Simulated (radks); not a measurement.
The numbers below are computed, except where a source is named.
Task: Fe2+, configuration [Ar] 3d6. Level of theory: Dirac Kohn-Sham, PBEsol, spin-unpolarised, spherical densities, finite nucleus; open shells are shared between the two j in proportion to 2j + 1; Fermi nuclear charge, rms radius 3.7377 fm (a radial shooting solver on a logarithmic mesh with Libxc functionals). Some entries of the table are withheld. Estimate them.

| orbital | occ. | eigenvalue (hartree) | <1/r> (bohr^-1) |
|---|---|---|---|
| 1s1/2 | 2 | (1) | 25.96 |
| 2s1/2 | 2 | -30.74880 | 5.576 |
| 2p1/2 | 2 | -26.61648 | (2) |
| 2p3/2 | 4 | -26.15839 | (3) |
| 3s1/2 | 2 | -4.12140 | 1.748 |
| 3p1/2 | 2 | -2.91667 | 1.620 |
| 3p3/2 | 4 | -2.86011 | 1.597 |
| 3d3/2 | 2.4 | (4) | (5) |
| 3d5/2 | 3.6 | (6) | (7) |
| 4s1/2 | 0 | (8) | 0.5237 |
| 4p1/2 | 0 | -0.52027 | 0.4341 |
| 4p3/2 | 0 | -0.51580 | 0.4303 |

Result: 
(1) 1s1/2 eigenvalue (hartree): -257.5664
(2) 2p1/2 <1/r> (bohr^-1): 5.524
(3) 2p3/2 <1/r> (bohr^-1): 5.425
(4) 3d3/2 eigenvalue (hartree): -0.94735
(5) 3d3/2 <1/r> (bohr^-1): 1.241
(6) 3d5/2 eigenvalue (hartree): -0.94154
(7) 3d5/2 <1/r> (bohr^-1): 1.235
(8) 4s1/2 eigenvalue (hartree): -0.73466
